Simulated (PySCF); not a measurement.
Computed shifts of a molecule C3H7NSi, PySCF with PBE0/pcSseg-1, GIAO, gas phase, atoms alike by connectivity averaged where their shifts nearly agree, in ppm (number of nuclei): ¹⁵N: 49.3 (1). ¹³C: 234.8 (1), 108.3 (1), 94.4 (1). ²⁹Si: -68.5 (1). ¹H: 6.46 (1), 6.14 (1), 4.54 (3), 1.63 (2). References: ¹⁵N against NH3 (σ = 267.4 ppm); ¹³C against TMS (σ = 186.3 ppm); ²⁹Si against TMS (σ = 352.7 ppm); ¹H against TMS (σ = 31.56 ppm), references at their B3LYP-D3(BJ)/def2-TZVP geometries, non-relativistic. The structure is a stationary point at r2SCAN-D4/def2-SVP. Other conformers were not sampled.

**Question.** Which structure fits?
(A) C[C@@H]1N=C[SiH2]1
(B) C=C/C=N/[SiH3]
(C) NC=C=C[SiH3]
(D) C#CCN[SiH3]

**Answer.** C, NC=C=C[SiH3]
